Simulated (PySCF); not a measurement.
Compound: (H2In-mu-F)2.
Z-matrix (Å and degrees, PBE0-D3(BJ)/def2-SVP geometry), rows numbered from 1:
```
In
H   1  1.7085
H   1  1.7086  2  141.40
F   1  2.1458  2  104.96  3  -140.94
In  4  2.1440  1  104.18  2  -103.16
H   5  1.7089  4  105.30  1  -101.10
H   5  1.7086  4  105.00  1   103.30
F   5  2.1448  4   75.84  1     0.72
```

The calculation used TDDFT PBE0/def2-SVPD, vertical, gas phase, core orbitals frozen in the response, def2 core potentials past Kr in PySCF. Spin–orbit coupling is left out.

Frontier orbitals with the atoms that hold most of them (Löwdin shares over 4%, at most four atoms; ? is withheld):

| orbital | ε (eV) | atoms |
| --- | --- | --- |
| HOMO-3 | -10.57 | In1 21%, In5 20%, F8 12%, F4 12% |
| HOMO-2 | -9.81 | In5 18%, In1 18%, F8 16%, F4 16% |
| HOMO-1 | -8.76 | In1 21%, In5 20%, H2 15%, H3 15% |
| HOMO | -8.55 | ? |
| LUMO | ? | ? |
| LUMO+1 | -0.37 | In1 23%, In5 23%, H3 10%, H2 10% |
| LUMO+2 | -0.21 | In5 34%, In1 33%, F4 7%, F8 7% |

Problem. Give the leading atoms of the HOMO.

Solution. In5 (bonded to 2 F and 2 H) 18%; In1 (bonded to 2 F and 2 H) 16%; H6 (bonded to In) 14%; H7 (bonded to In) 14%. By element: indium 34%, hydrogen 28% or more.

Problem. Which atoms hold the LUMO, and with what shares?

Solution. In1 (bonded to 2 F and 2 H) 34%; In5 (bonded to 2 F and 2 H) 33%; F4 (bonded to 2 In) 6%; F8 (bonded to 2 In) 6%. By element: indium 67%, fluorine 12%.

Problem. What is the LUMO energy, and the HOMO–LUMO gap?

Solution. ε(LUMO) = -1.08 eV; the gap is 7.47 eV (0.2744 hartree).

Problem. How does S1 compare with the orbital gap of 7.47 eV?

Solution. S1 is at 6.28 eV (f = 0.0000), 1.19 eV below the gap, made of HOMO→LUMO (94%). Without the coupling terms of the response equations the lowest excitation would equal the gap.

Problem. Give energy, strength and leading configuration of S1, S2, S3 and S7, and follow the Löwdin shares of the leading atoms from the occupied to the empty orbital.

Solution. 
- S1 (6.28 eV, f 0.0000), HOMO→LUMO (94%): In5 18% → 33%, In1 16% → 34%
- S2 (6.47 eV, f 0.0000), HOMO-1→LUMO (87%): In1 21% → 34%, In5 20% → 33%
- S3 (7.07 eV, f 0.0052), HOMO→LUMO+1 (72%): In5 18% → 23%, In1 16% → 23%
- S7 (7.61 eV, f 0.0000), HOMO-2→LUMO (98%): In5 18% → 33%, In1 18% → 34%

Löwdin shares depend on the basis, the more so with diffuse functions.

One conformer stands for the species.
